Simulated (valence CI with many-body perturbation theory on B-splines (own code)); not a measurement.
Tl48+: electric-dipole lines

Level of theory: configuration interaction combined with many-body perturbation theory (CI+MBPT): five valence electrons over a frozen Dirac-Fock core [Ar] 3d10, a basis of 11 s, 11 p, 10 d, 8 f, 5 g, 2 h functions for each j, with the one-electron correlation potential Σ1, the two-electron term Σ2, the three-electron term Σ3, Breit, model QED; selected CI, second order for the rest, scaled by the run's own slope (own B-spline code, finite nucleus).

The last digits are not significant, and no measured levels were compared; by estimate large intervals hold to a few tenths of a per cent, small ones and those within an open d or f shell to about a per cent. Among the levels kept, up to 2200 cm⁻¹ of a level comes from second order outside the variational space, and about a tenth of that is noise between levels of different J, which matters for small intervals.

Lines 151 to 200 of 559 in falling wavelength, among levels below 714.81 eV, chosen from the strongest by gf and those to the six lowest levels. Wavelengths and rates use the calculated energies. Electric multipoles are in the length gauge with retardation, E1 and E2 with the static RPA response of the core. Weak lines are less certain than strong ones. Lines between different terms over intervals too small for the method are left out, as are lines whose strength nearly cancels. Where a level lies close to another of its J and parity, the split of strength between their lines is uncertain. The highest levels of a list are the least certain.

Levels are named by their leading jj configuration (3d3/2^4 stands for four electrons in 3d with j = 3/2), which in mixed levels can hold well under half, so a name can repeat and another be missing. Letters in brackets count levels of one name in rising energy.

| λ vac (Å) | Upper | Lower | A (s⁻¹) | S (a.u.) |
| --- | --- | --- | --- | --- |
| 57.04 | (4s 4p1/2^2 4d5/2^2) J=5/2 | (4s 4p1/2^2 4p3/2 4d5/2) J=7/2 [a] | 3.87e+10 | 2.13e-02 |
| 57.03 | (4s 4p1/2^2 4d3/2 4d5/2) J=9/2 | (4s 4p1/2^2 4p3/2 4d3/2) J=7/2 | 9.90e+10 | 9.07e-02 |
| 56.97 | (4s 4p1/2^2 4p3/2 4d5/2) J=5/2 [a] | (4s 4p1/2^2 4p3/2^2) J=5/2 | 2.19e+11 | 1.20e-01 |
| 56.95 | (4s^2 4p1/2 4d5/2^2) J=9/2 | (4s^2 4p1/2 4p3/2 4d5/2) J=7/2 [b] | 4.35e+11 | 3.96e-01 |
| 56.92 | (4s^2 4p1/2 4d5/2^2) J=5/2 | (4s^2 4p1/2 4p3/2 4d5/2) J=7/2 [b] | 8.76e+10 | 4.79e-02 |
| 56.89 | (4s 4p1/2^2 4d5/2^2) J=5/2 | (4s 4p1/2^2 4p3/2 4d5/2) J=3/2 [a] | 1.46e+11 | 7.98e-02 |
| 56.83 | (4s^2 4p1/2 4d3/2 4d5/2) J=7/2 [a] | (4s^2 4p1/2 4p3/2 4d3/2) J=5/2 [a] | 1.53e+11 | 1.11e-01 |
| 56.78 | (4s^2 4p1/2 4d5/2^2) J=1/2 | (4s^2 4p1/2 4p3/2 4d5/2) J=3/2 [b] | 3.48e+11 | 6.29e-02 |
| 56.76 | (4s 4p1/2^2 4d3/2 4d5/2) J=7/2 [a] | (4s 4p1/2^2 4p3/2 4d3/2) J=5/2 [a] | 1.66e+11 | 1.20e-01 |
| 56.64 | (4s^2 4p1/2 4p3/2 4f7/2) J=5/2 [b] | (4s^2 4p1/2 4p3/2 4d5/2) J=5/2 [a] | 2.73e+11 | 1.47e-01 |
| 56.63 | (4s^2 4p1/2 4p3/2 4f7/2) J=3/2 | (4s^2 4p1/2 4p3/2 4d5/2) J=5/2 [a] | 6.36e+10 | 2.28e-02 |
| 56.61 | (4s 4p1/2^2 4p3/2 4f7/2) J=11/2 | (4s 4p1/2^2 4p3/2 4d5/2) J=9/2 | 2.68e+11 | 2.88e-01 |
| 56.58 | (4s^2 4p1/2 4p3/2 4f7/2) J=9/2 [b] | (4s^2 4p1/2 4p3/2 4d5/2) J=7/2 [a] | 2.22e+11 | 1.98e-01 |
| 56.58 | (4s^2 4p1/2^2 4d5/2) J=5/2 | (4s^2 4p1/2^2 4p3/2) J=3/2 | 3.03e+11 | 1.62e-01 |
| 56.55 | (4s 4p1/2^2 4p3/2 4f7/2) J=9/2 [b] | (4s 4p1/2^2 4p3/2 4d5/2) J=7/2 [a] | 3.34e+11 | 2.98e-01 |
| 56.54 | (4s^2 4p1/2 4d3/2 4d5/2) J=5/2 [a] | (4s^2 4p1/2 4p3/2 4d3/2) J=3/2 [a] | 1.25e+11 | 6.72e-02 |
| 56.52 | (4s^2 4p1/2 4d3/2 4d5/2) J=3/2 [b] | (4s^2 4p1/2 4p3/2 4d3/2) J=1/2 [b] | 1.74e+11 | 6.22e-02 |
| 56.51 | (4s^2 4p1/2 4p3/2 4d5/2) J=5/2 [a] | (4s^2 4p1/2 4p3/2^2) J=3/2 | 4.73e+10 | 2.53e-02 |
| 56.48 | (4s^2 4p1/2 4d5/2^2) J=7/2 [b] | (4s^2 4p1/2 4p3/2 4d5/2) J=5/2 [b] | 5.57e+11 | 3.96e-01 |
| 56.47 | (4s 4p1/2^2 4p3/2 4f5/2) J=7/2 [b] | (4s 4p1/2^2 4p3/2 4d5/2) J=5/2 [a] | 3.02e+10 | 2.14e-02 |
| 56.45 | (4s 4p1/2^2 4d5/2^2) J=9/2 | (4s 4p1/2^2 4p3/2 4d5/2) J=9/2 | 1.36e+11 | 1.21e-01 |
| 56.36 | (4s^2 4p1/2 4d3/2 4d5/2) J=5/2 [a] | (4s^2 4p1/2 4p3/2 4d3/2) J=5/2 [a] | 1.63e+11 | 8.63e-02 |
| 56.31 | (4s 4p1/2^2 4d3/2 4d5/2) J=5/2 [a] | (4s 4p1/2^2 4p3/2 4d3/2) J=3/2 [a] | 1.74e+11 | 9.22e-02 |
| 56.29 | (4s 4p1/2^2 4p3/2 4d5/2) J=1/2 | (4s 4p1/2^2 4p3/2^2) J=1/2 | 4.26e+11 | 7.50e-02 |
| 56.25 | (4s^2 4p1/2 4d3/2 4d5/2) J=3/2 [b] | (4s^2 4p1/2 4p3/2 4d3/2) J=3/2 [b] | 1.01e+11 | 3.54e-02 |
| 56.19 | (4s^2 4p1/2 4d5/2^2) J=7/2 [a] | (4s^2 4p1/2 4p3/2 4d5/2) J=7/2 [a] | 7.26e+10 | 5.08e-02 |
| 56.18 | (4s 4p1/2 4p3/2^2 4d5/2) J=3/2 [b] | (4s 4p1/2 4p3/2^3) J=5/2 | 1.23e+11 | 4.30e-02 |
| 56.13 | (4s 4p1/2^2 4d3/2 4d5/2) J=5/2 [a] | (4s 4p1/2^2 4p3/2 4d3/2) J=5/2 [a] | 6.77e+10 | 3.55e-02 |
| 56.02 | (4s 4p1/2 4p3/2^2 4d5/2) J=3/2 [a] | (4s 4p1/2 4p3/2^3) J=3/2 [a] | 1.38e+11 | 4.78e-02 |
| 55.95 | (4s^2 4p1/2 4p3/2 4f7/2) J=3/2 | (4s^2 4p1/2 4p3/2 4d5/2) J=3/2 [a] | 3.68e+11 | 1.27e-01 |
| 55.89 | (4s^2 4p1/2 4p3/2 4f7/2) J=9/2 [c] | (4s^2 4p1/2 4p3/2 4d5/2) J=7/2 [a] | 6.56e+10 | 5.66e-02 |
| 55.86 | (4s^2 4p1/2 4d3/2 4d5/2) J=3/2 [a] | (4s^2 4p1/2 4p3/2 4d3/2) J=1/2 [a] | 1.01e+11 | 3.49e-02 |
| 55.82 | (4s^2 4p1/2 4d3/2 4d5/2) J=3/2 [a] | (4s^2 4p1/2 4p3/2 4d3/2) J=3/2 [a] | 2.23e+11 | 7.64e-02 |
| 55.81 | (4s^2 4p1/2 4p3/2 4d5/2) J=3/2 [b] | (4s^2 4p1/2 4p3/2^2) J=1/2 | 3.68e+11 | 1.26e-01 |
| 55.78 | (4s 4p1/2 4p3/2^2 4d3/2) J=5/2 [a] | (4s^2 4p1/2 4p3/2 4d5/2) J=5/2 [a] | 6.14e+10 | 3.15e-02 |
| 55.70 | (4s 4p1/2 4p3/2^2 4d5/2) J=1/2 [c] | (4s 4p1/2 4p3/2^3) J=3/2 [b] | 2.58e+11 | 4.40e-02 |
| 55.68 | (4s 4p1/2 4p3/2^2 4d5/2) J=3/2 [d] | (4s 4p1/2 4p3/2^3) J=3/2 [b] | 3.90e+11 | 1.33e-01 |
| 55.67 | (4s^2 4p1/2 4p3/2 4f7/2) J=7/2 [a] | (4s^2 4p1/2 4p3/2 4d3/2) J=5/2 [b] | 4.19e+10 | 2.85e-02 |
| 55.67 | (4s 4p1/2^2 4p3/2 4d3/2) J=3/2 [a] | (4s^2 4p1/2^2 4d5/2) J=5/2 | 6.37e+08 | 2.17e-04 |
| 55.64 | (4s 4p1/2^2 4d3/2 4d5/2) J=3/2 [a] | (4s 4p1/2^2 4p3/2 4d3/2) J=1/2 [a] | 2.31e+11 | 7.84e-02 |
| 55.61 | (4s^2 4p1/2 4d3/2 4d5/2) J=1/2 | (4s^2 4p1/2 4p3/2 4d3/2) J=1/2 [a] | 3.07e+11 | 5.22e-02 |
| 55.60 | (4s 4p1/2^2 4d3/2 4d5/2) J=3/2 [a] | (4s 4p1/2^2 4p3/2 4d3/2) J=3/2 [a] | 1.12e+11 | 3.80e-02 |
| 55.52 | (4s 4p1/2^2 4p3/2 4d5/2) J=3/2 [b] | (4s 4p1/2^2 4p3/2^2) J=1/2 | 3.22e+11 | 1.09e-01 |
| 55.51 | (4s 4p1/2^2 4p3/2 4f7/2) J=7/2 [b] | (4s 4p1/2^2 4p3/2 4d5/2) J=5/2 [a] | 8.71e+10 | 5.88e-02 |
| 55.41 | (4s 4p1/2 4p3/2^2 4d5/2) J=1/2 [c] | (4s 4p1/2 4p3/2^3) J=1/2 | 3.74e+11 | 6.28e-02 |
| 55.41 | (4s^2 4p1/2 4p3/2 4d5/2) J=1/2 | (4s^2 4p1/2 4p3/2^2) J=1/2 | 5.06e+11 | 8.50e-02 |
| 55.40 | (4s^2 4p1/2 4p3/2 4f5/2) J=5/2 [b] | (4s^2 4p1/2 4p3/2 4d3/2) J=3/2 [b] | 1.92e+11 | 9.68e-02 |
| 55.40 | (4s 4p1/2 4p3/2^2 4d5/2) J=5/2 [c] | (4s 4p1/2 4p3/2^3) J=5/2 | 2.29e+11 | 1.15e-01 |
| 55.39 | (4s 4p1/2 4p3/2^2 4d5/2) J=3/2 [d] | (4s 4p1/2 4p3/2^3) J=1/2 | 7.72e+10 | 2.59e-02 |
| 55.37 | (4s 4p1/2^2 4p3/2 4d5/2) J=5/2 [b] | (4s 4p1/2^2 4p3/2^2) J=3/2 | 6.33e+11 | 3.18e-01 |
